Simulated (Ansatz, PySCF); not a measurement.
1-chloro-1-fluorobuta-1,2-diene (C₄H₄ClF), SMILES CC=C=C(F)Cl. Atoms are numbered in the order given.

```xyz
10

C     -2.9913    -0.0504    -0.2332
C     -1.6971    -0.2184    -0.9800
C     -0.5039    -0.2811    -0.4369
C      0.6805    -0.3198     0.1123
F      1.2834    -1.4416     0.5143
Cl     1.6649     1.0860     0.3993
H     -3.5142     0.8592    -0.5746
H     -2.8295     0.0201     0.8511
H     -3.6646    -0.9002    -0.4372
H     -1.7735    -0.2951    -2.0754
```

Coordinates come from a B3LYP-D3(BJ)/def2-SVP optimisation.

Two levels are set side by side: PBE-D3(BJ)/def2-SVP (Ansatz, a first-principles code) and B3LYP-D3(BJ)/def2-SVP (Ansatz). Each level has its own optimised geometry; the coordinates shown are those of the second. Frequencies come from the Hessian of PySCF at each geometry. Differences are taken from unrounded values.

| quantity | B3LYP-D3(BJ) |
|---|---|
| mean bond length (Å) | 1.289 |
| bond C1–C2 (Å) | 1.504 |
| bond C2–C3 (Å) | 1.313 |
| bond C3–C4 (Å) | 1.306 |
| bond C4–F5 (Å) | 1.335 |
| bond C4–Cl6 (Å) | 1.740 |
| bond C1–H7 (Å) | 1.103 |
| bond C1–H8 (Å) | 1.099 |
| bond C1–H9 (Å) | 1.103 |
| bond C2–H10 (Å) | 1.101 |
| highest harmonic wavenumber (cm⁻¹) | 3144 |
| mean harmonic wavenumber (cm⁻¹) | 1236 |
| zero-point energy (kcal/mol) | 42.40 |

**Question.** What does PBE-D3(BJ) give, and how far is it from B3LYP-D3(BJ)? (The exact figures need the calculation; the answer reports its results.)

**Answer.** 
```json
[
 {"quantity": "mean bond length (Å)", "PBE-D3(BJ)": "1.296", "PBE-D3(BJ) minus B3LYP-D3(BJ)": "0.006"},
 {"quantity": "bond C1–C2 (Å)", "PBE-D3(BJ)": "1.504", "PBE-D3(BJ) minus B3LYP-D3(BJ)": "0.000"},
 {"quantity": "bond C2–C3 (Å)", "PBE-D3(BJ)": "1.321", "PBE-D3(BJ) minus B3LYP-D3(BJ)": "0.009"},
 {"quantity": "bond C3–C4 (Å)", "PBE-D3(BJ)": "1.316", "PBE-D3(BJ) minus B3LYP-D3(BJ)": "0.009"},
 {"quantity": "bond C4–F5 (Å)", "PBE-D3(BJ)": "1.342", "PBE-D3(BJ) minus B3LYP-D3(BJ)": "0.007"},
 {"quantity": "bond C4–Cl6 (Å)", "PBE-D3(BJ)": "1.742", "PBE-D3(BJ) minus B3LYP-D3(BJ)": "0.002"},
 {"quantity": "bond C1–H7 (Å)", "PBE-D3(BJ)": "1.111", "PBE-D3(BJ) minus B3LYP-D3(BJ)": "0.008"},
 {"quantity": "bond C1–H8 (Å)", "PBE-D3(BJ)": "1.106", "PBE-D3(BJ) minus B3LYP-D3(BJ)": "0.007"},
 {"quantity": "bond C1–H9 (Å)", "PBE-D3(BJ)": "1.111", "PBE-D3(BJ) minus B3LYP-D3(BJ)": "0.008"},
 {"quantity": "bond C2–H10 (Å)", "PBE-D3(BJ)": "1.110", "PBE-D3(BJ) minus B3LYP-D3(BJ)": "0.009"},
 {"quantity": "highest harmonic wavenumber (cm⁻¹)", "PBE-D3(BJ)": "3092", "PBE-D3(BJ) minus B3LYP-D3(BJ)": "-53"},
 {"quantity": "mean harmonic wavenumber (cm⁻¹)", "PBE-D3(BJ)": "1202", "PBE-D3(BJ) minus B3LYP-D3(BJ)": "-34"},
 {"quantity": "zero-point energy (kcal/mol)", "PBE-D3(BJ)": "41.23", "PBE-D3(BJ) minus B3LYP-D3(BJ)": "-1.18"}
]
```

Exact exchange shortens and stiffens bonds; PBE has none. Differences between two approximate levels are no errors against the true value.
